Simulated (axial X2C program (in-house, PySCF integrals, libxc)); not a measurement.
# Correcting the dissociation energy of GeI for spin–orbit coupling

A spin-free CCSD(T) curve (one-electron X2C) was computed with an axial X2C code built on PySCF integrals, basis I dyall-cv3z [11s12p8d4f1g], Ge dyall-cv3z [9s9p7d4f1g] (cores contracted in-house), for the state M_S = 1/2, Λ = 1 (beyond evenly filled blocks: π+α). It gives D0 = 2.893 eV to I + Ge, which in a spin-free picture are the weighted means of the ground terms.

Correlated methods: 11 electrons correlated (number of frozen shells: I 4 s, 3 p, 2 d; Ge 3 s, 2 p, 1 d), 283 virtual spin orbitals or spinors in MP2, 90 natural virtuals in coupled cluster.

Measured levels of the ground terms (NIST Handbook of Basic Atomic Spectroscopic Data), in cm⁻¹: I 2P: J = 3/2 at 0, J = 1/2 at 7603.1; Ge 3P: J = 0 at 0, J = 1 at 557.1, J = 2 at 1410.

The two components of the molecular doublet are 1538 cm⁻¹ apart in the PBE0 2c search (Ω = 1/2 lower), so the lower one lies 769 cm⁻¹ under their mean.

(1) How far does each ground level lie under the (2J+1)-weighted mean of its term?

(2) Correct D0.

Second-order spin–orbit effects in the molecule, which grow quickly with Z, are left out. The state is a single determinant with fixed occupations, the lowest that a limited PBE0 search found. Dissociation energies refer to the lowest single-determinant-based atoms at the same level and basis. Coupled cluster ran in a truncated set of natural virtual spinors; the MP2 energy of the rest was added. (T) has no such correction and the atoms are truncated less, which lowers De at CCSD(T) by a hundredth of an eV or more. With the outer-core shells frozen, correlated bond lengths of heavy atoms tend to come out a few hundredths of an ångström too long.

Answers

(1) I: (4 × 0 + 2 × 7603.1)/6 = 2534 cm⁻¹; Ge: (1 × 0 + 3 × 557.1 + 5 × 1410)/9 = 969 cm⁻¹.

(2) D0 = 2.893 + (769 − 3503)/8065.5 = 2.554 eV at CCSD(T) with these spin–orbit terms.
